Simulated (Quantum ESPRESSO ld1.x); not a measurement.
Yb26+, 44 electrons, occupied as [Kr] 4d7 4f1 (not the ground configuration).

All-electron calculation, scalar-relativistic Kohn-Sham, LDA (Slater exchange, VWN5 correlation), spin-polarised, spherical densities, point nucleus; open shells are filled with parallel spins first. Program: ld1.x of Quantum ESPRESSO 7.5.

Energy parts (eV):
| part | energy |
|---|---|
| total | -373821.5 |
| kinetic | 408151.4 |
| electron-nucleus | -880405.7 |
| Hartree | 105221.8 |
| exchange-correlation | -6788.9 |

Orbitals (lengths in bohr, moments of r in powers of bohr; r(max) is where P^2 peaks):
| orbital | occ. | eigenvalue (eV) | r(max) | <r> | <1/r> |
|---|---|---|---|---|---|
| 1s up | 1 | -62065.5 | 0.01238 | 0.01967 | 80.60 |
| 1s down | 1 | -62065.4 | 0.01238 | 0.01967 | 80.60 |
| 2s up | 1 | -11248.0 | 0.07064 | 0.08339 | 18.79 |
| 2s down | 1 | -11245.4 | 0.07063 | 0.08339 | 18.79 |
| 2p up | 3 | -10020.2 | 0.05758 | 0.07418 | 17.25 |
| 2p down | 3 | -10018.1 | 0.05758 | 0.07418 | 17.25 |
| 3s up | 1 | -3210.24 | 0.1993 | 0.2162 | 6.966 |
| 3s down | 1 | -3207.44 | 0.1993 | 0.2161 | 6.969 |
| 3p up | 3 | -2840.06 | 0.1964 | 0.2154 | 6.490 |
| 3p down | 3 | -2837.17 | 0.1964 | 0.2153 | 6.493 |
| 3d up | 5 | -2391.53 | 0.1599 | 0.1950 | 6.146 |
| 3d down | 5 | -2388.38 | 0.1599 | 0.1949 | 6.149 |
| 4s up | 1 | -1259.66 | 0.4411 | 0.4584 | 3.162 |
| 4s down | 1 | -1252.10 | 0.4411 | 0.4587 | 3.159 |
| 4p up | 3 | -1128.50 | 0.4563 | 0.4758 | 2.947 |
| 4p down | 3 | -1121.09 | 0.4563 | 0.4763 | 2.943 |
| 4d up | 5 | -959.436 | 0.4570 | 0.4848 | 2.729 |
| 4d down | 2 | -952.094 | 0.4571 | 0.4855 | 2.724 |
| 4f up | 1 | -777.516 | 0.3984 | 0.4700 | 2.475 |
| 4f down | 0 | -770.589 | 0.3977 | 0.4705 | 2.475 |
| 5s up | 0 | -655.446 | 0.8391 | 0.8337 | 1.707 |
| 5s down | 0 | -651.936 | 0.8414 | 0.8366 | 1.699 |
| 5p up | 0 | -600.806 | 0.8806 | 0.8729 | 1.607 |
| 5p down | 0 | -597.606 | 0.8834 | 0.8762 | 1.600 |
| 5d up | 0 | -528.623 | 0.9271 | 0.9173 | 1.495 |
| 5d down | 0 | -525.732 | 0.9307 | 0.9215 | 1.488 |
| 5f up | 0 | -453.527 | 0.9568 | 0.9501 | 1.368 |
| 5f down | 0 | -451.030 | 0.9615 | 0.9552 | 1.361 |

The highest occupied level is 4f up at -777.52 eV. The density falls to 0.001 e/bohr^3 at r = 1.31 bohr. Summed over all electrons, <r^2> = 5.077 bohr^2, which gives a Langevin (diamagnetic) susceptibility term of -4.02 x 10^-6 cm^3/mol.
